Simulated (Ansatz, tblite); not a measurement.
Forces on Li19⁺ at its PBE/def2-SVP geometry. The state is a singlet with charge 1.

The xTB rows come from tblite. The restricted singlet is unstable towards broken spin symmetry in Hartree–Fock (as tested in another run); at PBE/def2-TZVP this wasn't settled. Another isomer (singlet) lies 0.29 eV lower at PBE0/def2-TZVP; other spin states weren't run for this one.

GFN1-xTB (tblite), largest force 0.40 eV/Å:

```xyz
19
positions Å, forces eV/Å
Li    0.168   -2.195    1.423   -0.011   -0.118    0.101
Li   -0.568    0.080    3.489   -0.025    0.004   -0.153
Li    3.198   -2.419    0.836   -0.187    0.166   -0.062
Li   -3.405    0.505   -0.907    0.138   -0.029    0.022
Li   -0.718    0.733   -2.282   -0.057    0.039   -0.178
Li    1.269   -1.007   -0.776    0.286   -0.182   -0.208
Li    0.639   -1.614   -3.520   -0.114    0.064    0.201
Li    3.807    0.345   -0.877   -0.203    0.010    0.126
Li    3.507    2.947    1.287   -0.242   -0.232   -0.099
Li   -1.661    3.090   -0.308    0.068   -0.141    0.024
Li    1.367    2.027   -0.549    0.116    0.146   -0.033
Li   -0.944    0.539    0.730   -0.290    0.159    0.229
Li    0.913   -3.845   -1.088   -0.059    0.246    0.047
Li   -2.954    1.738    2.255    0.164   -0.116   -0.111
Li   -2.868   -1.342    1.575    0.120    0.093   -0.033
Li    2.067    0.335    1.663    0.143    0.042    0.055
Li   -1.457   -1.857   -1.276   -0.061   -0.083   -0.116
Li   -2.657   -0.862   -3.854    0.209    0.046    0.277
Li    0.297    2.802    2.177    0.004   -0.112   -0.089
```

PBE/def2-TZVP (Ansatz), largest force 0.06 eV/Å:

```
Li 0.008 0.040 -0.038
Li 0.000 0.016 -0.043
Li -0.028 0.024 -0.009
Li 0.044 -0.010 0.008
Li 0.004 -0.038 0.041
Li -0.015 0.011 0.010
Li -0.010 0.016 0.040
Li -0.042 -0.004 0.013
Li -0.025 -0.011 -0.009
Li 0.009 -0.039 0.018
Li -0.010 -0.047 0.031
Li 0.011 -0.010 -0.004
Li -0.010 0.036 0.008
Li 0.029 -0.019 -0.021
Li 0.024 0.031 -0.022
Li -0.031 -0.004 -0.033
Li 0.028 0.034 0.015
Li 0.012 0.011 0.023
Li 0.001 -0.037 -0.029
```
